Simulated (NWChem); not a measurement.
Species: C4H5NS; SMILES Cc1nccs1

```xyz
11

C     -0.0353    -2.2488     0.0000
C     -0.1991    -0.7586     0.0000
N     -1.3469    -0.1446     0.0000
C     -1.1862     1.2239     0.0000
C      0.0993     1.6778     0.0000
S      1.1928     0.3302     0.0000
H     -1.0280    -2.7050     0.0000
H      0.5115    -2.5954     0.8847
H      0.5115    -2.5954    -0.8847
H     -2.0670     1.8563     0.0000
H      0.4569     2.6981     0.0000
```
Atoms are numbered in this order, from 1.

Geometry: optimised at B3LYP/6-31G* (spherical d).

Task: Give the principal values of the shielding tensors (ppm) of C1, C2, N3, C4, C5 from B3LYP/6-31G* (spherical d), GIAO (NWChem), with their diamagnetic and paramagnetic parts as GIAO splits them.

Result: 
```tsv
atom	σ11	σ22	σ33	isotropic	diamagnetic	paramagnetic
C1	156.1	159.7	194.5	170.1	252.6	-82.6
C2	-34.8	15.4	100.8	27.1	255.3	-228.1
N3	-302.1	-80.5	204.6	-59.3	325.4	-384.7
C4	-8.7	63.3	119.0	57.8	254.1	-196.3
C5	-7.2	79.6	140.9	71.1	259.9	-188.8
```
